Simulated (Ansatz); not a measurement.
`CC[O][GaH2]` → `[OH][GaH2]` + `C=C` at 298.15 K and 1 bar (alkene loss).

Gas-phase electronic energies from Ansatz, PBE0-D4/def2-TZVP geometries. CCSD(T)/CBS adds triple-zeta CCSD(T) − MP2 to the extrapolated MP2 energy (def2 sets, frozen cores). This one scheme is used for every species. For Ga outer-core shells are correlated without core-valence functions, which leaves a few kJ/mol of doubt a bond. Scalar relativity is left out up to krypton. One conformer a species, not always the lowest.

```tsv
species	CCSD(T)/CBS energy (Eh)	H − E (kJ/mol)	S (J/(mol·K))
`CC[O][GaH2]`	-2079.43172	238.8	336.4
`[OH][GaH2]`	-2000.92981	82.7	263.1
`C=C`	-78.48111	144.6	218.9
```

H − E and S are ideal-gas, rigid-rotor, harmonic terms from PBE0-D4/def2-TZVP, for one conformer and one mirror image of each species. 1 Eh = 2625.50 kJ/mol, R = 8.31446 J/(mol·K).

**Question.** By hand: ΔE, ΔH, ΔS and ΔG.

**Answer.** ΔE = (-2000.92981) + (-78.48111) − (-2079.43172) = 0.02080 Eh = 54.6 kJ/mol. Δ(H − E) = 82.7 + 144.6 − 238.8 = -11.5, so ΔH = 43.1 kJ/mol. ΔS = 263.1 + 218.9 − 336.4 = 145.6 J/(mol·K). ΔG = 43.1 − 298.15 × (145.6)/1000 = -0.3 kJ/mol.

**Question.** By hand: the equilibrium constant, and the temperature at which ΔG would vanish if ΔH and ΔS stayed fixed.

**Answer.** log₁₀ K = −ΔG/(RT ln 10) = 0.1. ΔG = 0 at ΔH/ΔS = 296 K.

The number of gas molecules changes by +1, which sets the sign of ΔS. The sign of ΔG lies within the doubt. A doubt of 5 kJ/mol in ΔE shifts log₁₀ K by 0.9 here. Other conformers and mirror images would add mixing entropy, several J/(mol·K) or more a flexible species. Modes under 60 cm⁻¹, often nearly free rotors, make the harmonic entropy too high. These are equilibria of isolated gas molecules and say nothing of rates. Largest T1 diagnostic: 0.015 (customary marks: 0.02 for closed shells, 0.045 for open ones).
